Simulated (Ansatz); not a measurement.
A nudged elastic band was laid between two geometries of ClH3Sn + H2O (8 atoms, charge 0, multiplicity 1).

Method: RKS revPBE-D4/def2-SVP (Ansatz 0.2.0).

```yaml
movable_images: 5
climbing_image: yes
spring: 5.0 eV/Å²
optimiser: quadratic models (default)
start_path: through a guess of the saddle point
force_threshold: 0.2 eV/Å
iteration_limit: 60
end_points: relaxed
```

Initial state:

```xyz
8
Properties=species:S:1:pos:R:3
Sn 0.000 -0.328 -0.017
H 0.116 -0.758 1.648
H 1.468 -0.122 -0.886
Cl -1.287 1.717 -0.187
H -1.051 -1.444 -0.834
O 1.458 1.917 1.294
H 1.157 1.894 2.222
H 0.732 2.416 0.859
```

Final state:

```xyz
8
Properties=species:S:1:pos:R:3
Sn 0.289 0.231 -0.835
H -0.082 0.949 3.882
H 1.408 0.397 -2.143
Cl -1.456 1.801 -1.252
H -0.394 -1.315 -0.529
O 1.156 0.728 0.914
H 1.475 1.652 0.889
H 0.198 0.849 3.173
```

Task: Which bonds break or form, and what moves?

Result: Bonds broken: Sn1–H2, O6–H8. Bonds formed: Sn1–O6, H2–H8. ClH3Sn + H2O becomes ClH3OSn + H2.

Task: What energy profile does the band end with?

Result: The forces met the threshold. The highest image is number 3 of 0 to 6, 1.58 eV above the first end and 1.35 eV above the last; the last end lies 0.23 eV above the first. The threshold of 0.2 eV/Å is loose, so the images may lie well off the minimum-energy path. Neighbouring images differ by up to 1.3 eV, so the band resolves the path poorly. The order of the point at the top wasn't checked. The orbitals stay closed-shell, which can raise the energy where a bond breaks towards radicals; this wasn't checked here.

| image | path coordinate (Å) | energy (eV) | Sn1–H2 (Å) | O6–H8 (Å) | Sn1–O6 (Å) |
| --- | --- | --- | --- | --- | --- |
| 0 | 0.00 | 0.00 | 1.72 | 0.98 | 2.98 |
| 1 | 1.29 | 0.12 | 1.73 | 0.98 | 2.94 |
| 2 | 2.58 | 0.26 | 1.74 | 0.98 | 2.89 |
| 3 | 3.87 | 1.58 | 2.19 | 1.26 | 2.25 |
| 4 | 5.23 | 0.40 | 3.23 | 2.07 | 2.03 |
| 5 | 6.58 | 0.24 | 4.21 | 2.41 | 2.01 |
| 6 | 7.94 | 0.23 | 4.79 | 2.46 | 2.01 |

Task: What is the geometry of the highest image?

Result: 
```xyz
8
Properties=species:S:1:pos:R:3:forces:R:3
Sn 0.093 0.298 -0.174 0.09 0.11 0.15
H -0.246 0.001 1.969 -0.08 -0.03 -0.03
H 1.498 0.404 -1.195 -0.02 0.01 0.00
Cl -1.581 1.790 -0.937 0.00 0.00 0.01
H -0.586 -1.297 -0.270 0.01 0.00 0.00
O 1.021 1.680 1.334 -0.09 -0.13 -0.13
H 1.999 1.624 1.398 0.00 0.00 0.01
H 0.393 0.793 1.974 0.08 0.05 -0.02
```

The run took 3.2 min on 1 thread of Arm Neoverse V2, on a shared host, peak memory 0.13 GiB.
